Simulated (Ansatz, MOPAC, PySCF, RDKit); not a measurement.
Pair of molecules: C2H4 (SMILES C=C) (first 6 atoms) with CH6Si (SMILES C[SiH3]); geometry from B3LYP-D3(BJ)/def2-TZVP, rigid monomers moved along the line of their centres of mass till H3···Si8 is 3.83 Å.
(charge 0, multiplicity 1):
```xyz
14

C      0.491    -0.015     0.018
C     -0.809     0.218     0.125
H      1.218     0.544     0.593
H      0.881    -0.776    -0.648
H     -1.538    -0.341    -0.450
H     -1.196     0.978     0.792
C     -0.725    -1.043     4.271
Si     0.569     0.310     4.361
H     -1.679    -0.696     4.672
H     -0.413    -1.916     4.846
H     -0.880    -1.351     3.236
H      0.138     1.508     3.599
H      1.861    -0.154     3.800
H      0.798     0.722     5.769
```

| level | interaction energy (kcal/mol) | cost |
|---|---|---|
| MMFF94 | -0.92 | - |
| AM1 | 0.09 | - |
| PM3 | -0.10 | - |
| PBE/def2-TZVPPD | -0.63 | ×1 |
| PBE-D3(BJ)/def2-TZVPPD | -1.60 | ×1 |
| BP86/6-31G* (no counterpoise) | -0.25 | - |
| r2SCAN-D4/def2-TZVPPD | -1.24 | ×1 |
| B3LYP/6-311+G** (no counterpoise) | 0.02 | - |
| PBE0-D3(BJ)/def2-TZVPPD | -1.56 | ×1 |
| PBE0-D4/def2-TZVPPD | -1.50 | ×1 |
| wB97X-V/def2-TZVPPD | -1.33 | ×3 |
| MP2/aug-cc-pV(D+d)Z | -1.21 | - |
| SCS-MP2/aug-cc-pV(D+d)Z | -0.93 | - |
| CCSD(T)/aug-cc-pV(D+d)Z | -1.16 | ×20 |

The rows run from -1.60 (PBE-D3(BJ)/def2-TZVPPD) to 0.09 kcal/mol (AM1). The dispersion term adds -0.97 in PBE-D3(BJ).

Counterpoise-corrected where a basis set is named; no monomer relaxation. Rows marked so take none.

Cores are frozen in the correlated methods. Rows in 6-311+G**, 6-31G* carry no dispersion term and start afresh at each structure (6-31G* with six Cartesian d functions). The state that AM1, PM3 reach isn't checked.

Codes used: Ansatz (Gaussian basis) for Hartree–Fock, density functionals and correlated methods; MOPAC for AM1, PM3 (differences of heats of formation); PySCF for 6-311+G** rows, 6-31G* rows, the dispersion terms; RDKit for the force fields. 

Costs are rough ratios of core time to PBE/def2-TZVPPD (about 14 s over the structures, on one shared machine); a dash marks a level with no comparable run of its own.

Ansatz is a quantum-chemistry and plane-wave program.
